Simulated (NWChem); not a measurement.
Molecule: BH2OI; SMILES OBI

```xyz
5

B     -0.5953     1.4772     0.0000
H     -1.7713     1.7223     0.0000
I      0.0220    -0.5859     0.0000
O      0.2954     2.4702     0.0000
H      1.2176     2.1851     0.0000
```
Atoms are numbered in this order, from 1.

All runs: NWChem. All runs use the structure optimised with PBE0/def2-SVP. def2 effective core potentials on I; no spin-orbit coupling. Ions are spin-unrestricted doublets at the neutral geometry; other ion states weren't tried. Functional: LC-ωPBE (HJS hole) with def2-SVP; the question gives the range parameter ω in 1/bohr.

Estimate the computed values for range parameter (1/bohr) 0.20. Quantities: vertical ionisation energy, ΔSCF (eV); −ε(HOMO) (eV).


```yaml
vertical ionisation energy, ΔSCF (eV): 10.03
"−ε(HOMO) (eV)": 9.02
```
